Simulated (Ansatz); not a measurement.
Species: cyclobuten-1-yloxysilane, C$_{4}$H$_{8}$OSi, charge 0, multiplicity 1. SMILES: [SiH3]OC1=CCC1
Geometry from a B3LYP-D3(BJ)/def2-TZVP (Ansatz, a first-principles code) optimisation:
```xyz
14

Si     2.1469    -0.1226     0.1047
O      0.7797     0.5672    -0.5374
C     -0.4959     0.2519    -0.2330
C     -1.6723     0.7248    -0.6528
C     -2.4552    -0.2313     0.2317
C     -1.0663    -0.7780     0.7165
H      3.2743     0.5595    -0.5556
H      2.1800    -1.5765    -0.1754
H      2.1980     0.0840     1.5703
H     -1.9676     1.4920    -1.3529
H     -3.0508     0.2293     1.0224
H     -3.0657    -0.9718    -0.2888
H     -0.8547    -0.6200     1.7762
H     -0.8696    -1.8218     0.4631
```

Property: vertical triplet-singlet gap (E(triplet) - E(singlet); each state is the SCF solution reached for its spin), in eV. Correlated levels leave the core frozen unless marked. UHF or UKS for open shells. Spin-orbit coupling is left out. No relativistic terms. 

```tsv
level	program	vertical triplet-singlet gap (eV)
SVWN5/def2-TZVPD	Ansatz	4.51
B3LYP/def2-TZVPD	Ansatz	4.30
BHLYP/def2-TZVPD	Ansatz	4.18
wB97M-V/def2-TZVPD	Ansatz	4.49
wB97X-V/def2-TZVPD	Ansatz	4.43
B2PLYP/def2-TZVPD	Ansatz	4.47
RI-MP2/aug-cc-pV(Q+d)Z	Ansatz	4.85
SCS-MP2/aug-cc-pV(D+d)Z	Ansatz	4.83
CCSD/aug-cc-pV(D+d)Z	Ansatz	4.47
```
